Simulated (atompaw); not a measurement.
Cutoff test, V, PAW (atompaw)

```
Element                 : V (Z = 23)
Generator               : atompaw 4.2.0.5
Type                    : PAW
Functional              : LDA (PW92)
Relativity              : scalar-relativistic
Frozen core             : [Ne]
Valence charge          : 13
Reference configuration : 3s2 3p6 3d3.5 4s1.5 4p0
Partial waves           : 3s (bound); 4s (bound); 3p (bound); 4p (bound, empty); 3d (bound); 3d channel at 1.6 Ry
Local potential         : ultrasoft scheme with l = 3 at 0.5 Ry, radius 1.45 bohr
Core correction         : smooth core density matched at 1.40 bohr
Augmentation charge     : besselshape compensation charge, radius 2.05 bohr; PAW radius 2.05 bohr; waves and projectors: bloechl
```

The pseudo-atom Hamiltonian at the reference potential is diagonalised in spherical Bessel functions j_l(qr) that vanish at 20 bohr, with q² up to the cutoff. All-electron valence levels (Ry): 3s -4.9819, 4s -0.3233, 3p -3.0862, 4p -0.0959, 3d -0.2803.

Task: How do the lowest levels (Ry) of each channel move with the cutoff, and are there ghosts?

Result:

```
cutoff (Ry)     s #1     s #2     p #1     p #2    p #3     d #1    d #2    f #1    f #2  Σ f·Δε (mRy)
          8  -3.8316  -0.2666  -1.7797  -0.0416  0.0644   0.0390  0.1017  0.1070  0.2270       11342.2
         12  -4.4936  -0.3017  -2.3503  -0.0616  0.0568   0.0098  0.0754  0.1070  0.2270        6440.0
         15  -4.6872  -0.3101  -2.6523  -0.0734  0.0532  -0.0309  0.0657  0.1070  0.2270        4085.5
         21  -4.9128  -0.3194  -2.9007  -0.0846  0.0502  -0.1592  0.0576  0.1070  0.2270        1681.1
         25  -4.9461  -0.3210  -2.9993  -0.0899  0.0488  -0.1987  0.0566  0.1070  0.2270         881.9
         35  -4.9780  -0.3230  -3.0725  -0.0947  0.0477  -0.2622  0.0552  0.1070  0.2270         153.5
         45  -4.9814  -0.3233  -3.0840  -0.0956  0.0475  -0.2767  0.0549  0.1070  0.2270          26.6
         50  -4.9817  -0.3233  -3.0852  -0.0957  0.0475  -0.2792  0.0549  0.1070  0.2270          10.3
         60  -4.9818  -0.3233  -3.0860  -0.0958  0.0474  -0.2801  0.0549  0.1070  0.2270           2.1
         70  -4.9819  -0.3233  -3.0861  -0.0958  0.0474  -0.2803  0.0549  0.1070  0.2270           0.5
         90  -4.9819  -0.3233  -3.0862  -0.0958  0.0474  -0.2803  0.0549  0.1070  0.2270           0.0
        400  -4.9819  -0.3233  -3.0862  -0.0958  0.0474  -0.2803  0.0549  0.1070  0.2270           0.0
```

Result: no extra level below or beside the all-electron valence levels (s, p, d, f tested); 10 mRy is reached at 55 Ry and 1 mRy at 70 Ry.
